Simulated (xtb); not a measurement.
methyl(prop-2-ynyl)silane (C4H8Si), SMILES C#CC[SiH2]C. All values are semi-empirical tight-binding results from xtb (GFN2-xTB unless named), good for trends rather than for accurate numbers. Geometry optimised at GFN2-xTB. One conformer was computed; it need not be the lowest.

Optimised geometry:

```xyz
13

C      2.7247     1.0673    -0.4079
C      1.7674     0.3524    -0.4826
C      0.6057    -0.4959    -0.5624
Si    -0.8501     0.1950     0.4727
C     -2.3182    -0.9942     0.2811
H      3.5696     1.6857    -0.3511
H      0.3114    -0.5885    -1.6109
H      0.8766    -1.4950    -0.2118
H     -0.4446     0.2787     1.8809
H     -1.2072     1.5281    -0.0269
H     -2.0768    -1.9922     0.6365
H     -3.1723    -0.6430     0.8516
H     -2.6325    -1.0819    -0.7554
```
Charge 0, spin multiplicity 1.

Computed properties:
```json
{
  "point_group_as_xtb_finds_it": "Cs",
  "orbital_gap": "5.48 eV",
  "dipole_moment": "1.21 D",
  "zero_point_energy": "61.5 kcal/mol",
  "G − E(el) at 298.15 K (modified RRHO)": "41.7 kcal/mol",
  "static polarisability (D4 model)": "73.7 bohr³",
  "solvation energy, GFN2-xTB/ALPB(water)": "-1.0 kcal/mol",
  "solvation energy, GFN2-xTB/ALPB(dmf)": "-5.7 kcal/mol"
}
```

Computed atomic charges and the Wiberg bond orders between heavy atoms:
charges (e) C1 -0.13, C2 -0.04, C3 -0.14, Si4 0.46, C5 -0.20, H6 0.06, H7 0.04, H8 0.04, H9 -0.09, H10 -0.09, H11 0.03, H12 0.02, H13 0.03. Bond orders C1–C2 2.87, C2–C3 1.09, C3–Si4 0.85, Si4–C5 0.91.
